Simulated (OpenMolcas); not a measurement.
## Mn4+: effect of the basis set

```yaml
Program: OpenMolcas
Method: "MS-CASPT2, IPEA 0.25 Eh, imaginary shift 0.1 Eh (closed shells correlated: 3s 3p)"
Active_space: 3 electrons in 10 orbitals (3d 4d)
State_averaging: 2S+1 = 4 even, 10 roots; 2S+1 = 2 even, 40 roots
Spin-orbit_coupling: RASSI with atomic mean-field integrals over the reference wave functions, term energies averaged over their components
```

A. ANO-RCC-VTZP [6s5p3d2f1g], DKH2, point nucleus; CASPT2 step about 6 core-minutes
B. ANO-R2 [7s4p4d2f1g], X2C, finite nucleus; CASPT2 step of the order of 6 core-minutes
C. ANO-RCC-VQZP [7s6p4d3f2g1h], DKH2, point nucleus; CASPT2 step about 8 core-minutes

Energies in cm⁻¹ above 3d³ ⁴F_3/2, the measured ground level; measured values from Corliss and Sugar, J. Phys. Chem. Ref. Data 6, 1253 (1977).

```tsv
Level	A	B	C	Measured
3d³ ⁴F_3/2	0.0	0.0	0.0	0.0
3d³ ⁴F_5/2	376	369	365	359
3d³ ⁴F_7/2	886	869	861	835
3d³ ⁴F_9/2	1514	1487	1473	1412
3d³ ⁴P_1/2	16860	16890	17140	16434
3d³ ⁴P_3/2	17020	17040	17290	16595
3d³ ⁴P_5/2	17480	17500	17740	17049
3d³ ²G_7/2	18040	18060	18080	17892
3d³ ²G_9/2	18580	18590	18610	18399
3d³ ²P_3/2 [70 %]	23280	23340	23410	22919
3d³ ²P_1/2	23330	23380	23460	23082
3d³ ²D_3/2(1) [72 %]	25170	25210	25250	24670
3d³ ²D_5/2(1)	25290	25320	25360	24630
3d³ ²H_9/2	25340	25450	25460	24975
3d³ ²H_11/2	25750	25860	25870	25334
3d³ ²F_7/2	41300	41420	41410	40423
3d³ ²F_5/2	41520	41640	41630	40707
3d³ ²D_5/2(2)	64780	65010	64950	62608
3d³ ²D_3/2(2)	65010	65240	65170	62854
```

Deviations, from unrounded energies. A percentage is the sum of absolute deviations over the sum of measured energies, with the sign that they share, or ± where signs differ.

```json
{"Against measurement": "mean absolute deviation (cm-1)", "Levels": "18", "A": "580", "B": "640", "C": "690"}
{"Against measurement": "fine structure of the ground term (%)", "Levels": "3", "A": "+6.5", "B": "+4.6", "C": "+3.6"}
{"Against measurement": "other terms of the ground configuration (%)", "Levels": "15", "A": "+2.3", "B": "+2.6", "C": "+2.8"}
```

A lies closest to measurement on these levels and C furthest from it. The largest miss of A in the table is 3d³ ²D_5/2(2), by +2200 cm-1. The ranking rests on the paired levels alone, and a cruder setting can come out closer through cancelling errors.

The two smallest mean deviations differ by little beside CASPT2's spread within terms, so their order carries little weight.

Among A to C the level of the table that moves most is 3d³ ⁴P_1/2, by 280 cm-1 (lowest in A, highest in C). Moves below CASPT2's spread within the term are not significant.

Term energies are means over components that CASPT2 splits; among the terms shown or strongly mixed into the levels shown the widest spread is 1100 cm-1 (3d³ ⁴F, C). Active for correlation alone: 4d; no level in the range computed is led by a configuration that fills it, so any true level of that kind is missing. The CASPT2 spread within a term exceeds the gap to the next term for 3d³ ²D(1) and 3d³ ²H, so the order of their levels is uncertain (holds for C). Computed and measured levels are paired by configuration, term and J; levels that our copy of the source lacks, or whose pairing is in doubt (as where it misses far off the trend of its configuration), stay unpaired and out of the deviations. Only configurations of the active space appear.

A share in square brackets marks a mixed level and gives the weight of the term that names it, the lowest over the columns. A number in round brackets counts repeated terms of one configuration in the order of the reference energies.
